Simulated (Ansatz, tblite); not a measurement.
Cost and result up the ladder for (ZnO)2 ring (Zn2O2) (4 atoms). The state is a singlet with charge 0. Geometry: r2SCAN-D4/def2-SVP.

Cartesian coordinates in Å:
```
Zn -0.639 0.063 -0.951
O 1.233 0.067 -0.825
Zn 0.639 -0.063 0.951
O -1.233 -0.067 0.825
```

Ansatz on 4 threads of Arm Neoverse V1 on a shared host; xTB runs through tblite on one thread. Times are rough, summed over both states, and most runs start from the orbitals of an earlier one. PBE0-D4/def2-TZVP serves as the yardstick here, not as an exact answer. The other state is a triplet.

The xTB rows come from tblite.

xTB has no spin-polarisation term.

| level | functions | wall time | vertical triplet (eV) | difference from PBE0-D4/def2-TZVP (eV) |
| --- | --- | --- | --- | --- |
| GFN2-xTB | 16 | 0.004 s | 1.93 | 0.52 |
| GFN1-xTB | 16 | 0.018 s | 3.12 | 1.71 |
| PBE-D4/def2-TZVP | 158 | 8.5 s | 1.28 | -0.13 |
| PBE0-D4/def2-TZVP | 158 | 14 s | 1.41 | 0.00 |
| r2SCAN-D4/def2-TZVP | 158 | 21 s | 1.13 | -0.28 |
